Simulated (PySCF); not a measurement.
# Telling isomers of C11H10 apart by NMR

Theory: GIAO PBE0/pcSseg-1 shieldings, structure optimised with GFN2-xTB, in PySCF 2.14 (gas phase, one conformer, averaged over atoms made equivalent by symmetry, fast rotation or ring inversion, no relativistic terms).

Scale: TMS for 1H (σ = 31.72 ppm), 13C (σ = 186.93 ppm) (reference shieldings calculated alike). Where no couplings were computed, multiplicities follow the n + 1 count of equivalent neighbours, and m marks all less simple cases (inequivalent or close neighbours, rings, F or P nearby). Shifts are as computed. Against solution values, carbons near 30 ppm lie about +3 ppm off and those near 130 ppm about +5 ppm. Of 1211 compounds with measured shifts, 218 miss one by over three times the rms of a fit or turn the order of signals round; such compounds aren't used in these exercises.

(1) Tabulate the signals of `C=C1C=Cc2ccc(C)cc21`, `C#Cc1ccccc1C(=C)C`, `C=C(C)C#Cc1ccccc1` and their relative energies.

(2) What is the quickest way to tell C=C1C=Cc2ccc(C)cc21 from C#Cc1ccccc1C(=C)C?

(3) What is the quickest way to tell C=C1C=Cc2ccc(C)cc21 from C=C(C)C#Cc1ccccc1?

(4) What is the quickest way to tell C#Cc1ccccc1C(=C)C from C=C(C)C#Cc1ccccc1?

Answers

(1) 
| SMILES | carbon types | δC | δH | E rel. (kcal/mol) |
| --- | --- | --- | --- | --- |
| C=C1C=Cc2ccc(C)cc21 | 4×C 5×CH 1×CH2 1×CH3 | 155.4, 146.6, 141.6, 141.0, 140.2, 135.4, 133.9, 126.0, 125.9, 121.7, 24.4 | 7.72 (s, 1H), 7.43 (m, 1H), 7.36 (m, 1H), 7.03 (d, 1H), 6.54 (d, 1H), 6.44 (br s, 1H), 6.04 (br s, 1H), 2.52 (s, 3H) | 0.0 |
| C#Cc1ccccc1C(=C)C | 4×C 5×CH 1×CH2 1×CH3 | 158.4, 155.4, 140.8, 134.7, 134.3, 132.4, 123.8, 121.7, 92.6, 88.4, 26.2 | 7.91 (d, 1H), 7.60 (m, 1H), 7.55 (m, 1H), 7.50 (m, 1H), 5.47 (br s, 1H), 5.15 (br s, 1H), 3.03 (s, 1H), 2.48 (s, 3H) | 43.1 |
| C=C(C)C#Cc1ccccc1 | 4×C 5×CH 1×CH2 1×CH3 | 138.8, 134.9, 133.8, 133.5, 129.9, 128.2, 100.5, 100.3, 26.9 | 7.80 (d, 2H), 7.63 (m, 2H), 7.56 (m, 1H), 5.76 (m, 1H), 5.69 (m, 1H), 2.11 (s, 3H) | 35.1 |

Energies are electronic energies at PBE0/pcSseg-1 on these geometries, without zero-point or thermal terms, each for the one conformer computed, which needn't be the lowest.

(2) Both give the same number of carbon signals, with the same numbers of each carbon type, so the positions decide. The first has a substituted aromatic carbon (C) at 140.2 ppm, the second an alkyne carbon (C) at 88.4 ppm. Their most deshielded carbons lie at 155.4 and 158.4 ppm.

(3) Count the carbon signals: 11 against 9. The first has a fully substituted alkene carbon (C) at 155.4 ppm, the second an alkyne carbon (C) at 100.3 ppm. Their most deshielded carbons lie at 155.4 and 138.8 ppm.

(4) Count the carbon signals: 11 against 9. The first has a terminal alkyne carbon (CH) at 92.6 ppm, the second an alkyne carbon (C) at 100.5 ppm. Their most deshielded carbons lie at 158.4 and 138.8 ppm.
